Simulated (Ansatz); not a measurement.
Calculated with Ansatz (gas phase, PBE0-D4/def2-TZVP geometries, no zero-point term in ΔE). CCSD(T)/CBS adds triple-zeta CCSD(T) − MP2 to the extrapolated MP2 energy (def2 sets, frozen cores). This one scheme is used for every species. DFT in def2-TZVPP. B3LYP here is the variant with VWN-RPA as its local correlation; programs differ in this. HSE06 is defined as in plane-wave codes. One conformer a species, not always the lowest.

`BNB` + `C[SiH](O)F` → `BC[SiH](O)F` + `BN`  (formal exchange of groups at a B–N bond)

`BNB`:

Z-matrix (Å, degrees):
```
B
N 1 1.417
H 1 1.197 2 119.5
H 1 1.194 2 118.5 3 180.0
B 2 1.417 1 125.8 3 -180.0
H 2 1.011 1 117.1 3 0.0
H 5 1.197 2 119.4 1 -180.0
H 5 1.194 2 118.5 1 -0.0
```

`C[SiH](O)F`:

Z-matrix (Å, degrees):
```
C
Si 1 1.851
H 1 1.093 2 110.5
H 1 1.093 2 110.6 3 -119.8
H 1 1.093 2 111.4 3 119.7
O 2 1.634 1 113.2 3 179.7
F 2 1.601 1 107.2 3 -59.2
H 2 1.477 1 113.7 3 59.6
H 6 0.958 2 119.0 1 51.4
```

`BC[SiH](O)F`:

Cartesian coordinates in Å:
```
B 1.080 -0.337 1.193
C 0.706 0.647 0.075
Si -0.627 -0.111 -0.996
O -1.854 -0.747 -0.131
F -1.169 1.060 -1.939
H 0.535 -0.286 2.259
H 1.879 -1.208 1.004
H 1.515 0.845 -0.637
H 0.280 1.593 0.425
H -0.138 -1.192 -1.870
H -2.207 -0.264 0.617
```

`BN`:

```xyz
6

B     0.615   -0.141    0.260
N    -0.633    0.145   -0.267
H     1.582   -0.012   -0.434
H     0.695   -0.511    1.396
H    -1.486    0.059    0.258
H    -0.773    0.460   -1.212
```

Task: Is it downhill or uphill in electronic energy at CCSD(T)/CBS, and by how much? (Best estimate.)

Result: Computed: Uphill: ΔE = +20.4 kcal/mol.

Task: What do these levels give: BLYP-D4, B3LYP-D4, revPBE, r2SCAN, PBE0, B3LYP, r2SCAN0, HSE06, LC-ωPBE, MP2/def2-SVP, CCSD/def2-TZVPP, MP2/def2-QZVPP? (Estimate.)

Result: Ansatz gave: BLYP-D4 19.9, B3LYP-D4 20.4, revPBE 18.8, r2SCAN 19.3, PBE0 19.5, B3LYP 21.1, r2SCAN0 20.0, HSE06 19.5, LC-ωPBE 19.4, MP2/def2-SVP 22.3, CCSD/def2-TZVPP 20.8, MP2/def2-QZVPP 20.7 kcal/mol.

Largest T1 diagnostic among the species: 0.012.

From BLYP to BHLYP (50 % exact exchange), in def2-TZVPP and without D4, ΔE moves by +1.4 kcal/mol. At CCSD(T), def2-SVP lies +1.4 kcal/mol from the extrapolated value and def2-TZVPP +0.0 kcal/mol. Leaving LDA and LC-ωPBE aside and taking each functional with its dispersion term where it has one, the values, not all of them listed here, spread over 3.1 kcal/mol, from revPBE-D4 to BHLYP-D4.
